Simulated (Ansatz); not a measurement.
F₃S, SMILES F[S](F)F, multiplicity 2. Atoms are numbered in the order given.

```xyz
4

F      0.0000     1.6573    -0.2851
S      0.0000     0.0000    -0.3586
F      0.0000    -1.6573    -0.2851
F      0.0000     0.0000     1.2086
```
Charge 0, spin multiplicity 2.

Geometry optimised at PBE0-D3(BJ)/def2-TZVP. The isomer is the one that the SMILES or the coordinates give; other isomers of the formula were not compared.

Two levels are set side by side: PBE-D3(BJ)/def2-TZVP (Ansatz, a program for electronic structure) and PBE0-D3(BJ)/def2-TZVP (Ansatz). Each level has its own optimised geometry; the coordinates shown are those of the second. Differences are taken from unrounded values.

```csv
quantity,PBE0-D3(BJ),PBE-D3(BJ),PBE-D3(BJ) minus PBE0-D3(BJ)
mean bond length (Å),1.628,1.665,0.036
bond F1–S2 (Å),1.659,1.696,0.037
bond S2–F3 (Å),1.659,1.696,0.037
bond S2–F4 (Å),1.567,1.601,0.034
```

Exact exchange shortens and stiffens bonds; PBE has none. Differences between two approximate levels are no errors against the true value.
